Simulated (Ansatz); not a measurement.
Consider the ligand exchange at the Si–F bond: `O[SiH2][SiH2]F` + H₂Se → `O[SiH2][SiH2][SeH]` + H–F.

Gas-phase electronic energies from Ansatz, PBE0-D4/def2-TZVP geometries. CBS: MP2 limit from def2 TZ/QZ plus the TZ coupled-cluster correction, frozen cores. This one scheme is used for every species. DFT in def2-TZVPP. B3LYP here is the variant with VWN-RPA as its local correlation; programs differ in this. For Se outer-core shells are correlated without core-valence functions, which leaves a few kJ/mol of doubt a bond. Scalar relativity is left out up to krypton. Each species was taken in one conformer, which may not be the lowest.

`O[SiH2][SiH2]F`:

Cartesian coordinates in Å:
```
O -1.000 1.449 0.792
Si 0.044 0.861 -0.347
Si 0.255 -1.424 0.154
F 1.252 -2.085 -0.921
H -1.221 2.381 0.767
H 1.368 1.544 -0.285
H -0.483 1.056 -1.729
H -1.047 -2.135 0.063
H 0.833 -1.646 1.505
```

H₂Se:

```xyz
3

Se    0.036    0.635    0.254
H     1.028   -0.373   -0.134
H    -1.064   -0.261   -0.119
```

`O[SiH2][SiH2][SeH]`:

Cartesian coordinates in Å:
```
O 1.637 0.599 -1.093
Si 0.096 1.082 -0.762
Si -1.007 -0.770 0.159
Se 0.581 -1.742 1.515
H 1.988 -0.065 -0.491
H -0.499 1.571 -2.030
H 0.058 2.188 0.239
H -2.248 -0.470 0.922
H -1.293 -1.836 -0.837
H 0.688 -0.557 2.379
```

H–F:

Z-matrix (Å, degrees):
```
F
H 1 0.920
```

CCSD(T)/CBS gives +0.49 eV.

(1) Another level gave +0.48 eV. Which?
A. B3LYP/def2-TZVPP
B. CCSD/def2-TZVPP
C. MP2/def2-TZVPP
D. HF/def2-TZVPP

Largest T1 diagnostic among the species: 0.012.

Answers

(1) C. MP2/def2-TZVPP 0.48, HF/def2-TZVPP 0.87, CCSD/def2-TZVPP 0.60, B3LYP 0.70 eV.

In def2-TZVPP, CCSD(T) changes the Hartree–Fock value by −0.33 eV (the triples alone add −0.06 eV) and MP2 by −0.39 eV. The D4 term adds −0.13 eV with B3LYP and −0.07 eV with PBE0; it sums over pairs of atoms, weighted by their polarisabilities, and B3LYP, whose exchange is more repulsive, gets the larger term.
